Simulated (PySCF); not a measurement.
# Hartree-Fock beside MP2: B3H3N

Calculated results; nothing here was measured. The program is PySCF 2.14.0, an open-source quantum chemistry code, run on an isolated molecule that a program drew, which may never have been made. The molecule is B3H3N (charge 0, doublet), drawn as the SMILES string `[BH]N=BB`.

The geometry was optimised and harmonic frequencies were computed with HF and MP2, all in the cc-pVDZ basis, for the commonest isotopes, with a restricted reference for singlets and an unrestricted one otherwise, and a frozen core in MP2. Each result is a local minimum of its method.

Geometry at the HF minimum:
```xyz
7
B3H3N, angstrom
B     0.6621   -1.3656    1.9446
N    -0.1059   -0.8525    1.0989
B    -0.9349   -0.2985    0.1822
B    -1.9113    0.3540   -0.8984
H     1.3791   -1.8445    2.7342
H    -2.8589    1.0017   -0.5409
H    -1.7002    0.1986   -2.0717
```

Lengths of the bonds as drawn, in Å (atoms numbered as above):
```
 bond     HF    MP2
B1-N2  1.252  1.274
N2-B3  1.354  1.368
B3-B4  1.596  1.599
B1-H5  1.169  1.178
B4-H6  1.202  1.208
B4-H7  1.202  1.208
```

Rotational constants, in GHz:
| constant | HF | MP2 |
|---|---|---|
| A | 231.6 | 227.9 |
| B | 3.735 | 3.672 |
| C | 3.676 | 3.614 |

Harmonic frequencies in cm^-1, each column in rising order, so a row needn't be the same motion in every method:
```
rank,HF,MP2
1,128,120
2,162,149
3,325,289
4,378,?
5,724,702
6,750,704
7,775,725
8,837,756
9,851,776
10,1221,1144
11,1461,1399
12,1959,1950
13,2653,2613
14,2723,2695
15,3003,2930
```

**Estimate the missing MP2 frequency from the HF column.**

A single factor s that minimises the squared misfit of MP2 against s times HF over the other rows is sum(HF x MP2) / sum(HF^2) = 0.9755, with an rms misfit of 34 cm^-1. For rank 4 it gives 0.9755 x 378 = 369 cm^-1. The calculation gives 367 cm^-1, 2 cm^-1 below the estimate. The drawn bonds are on average 0.8 % longer in MP2 than in HF.
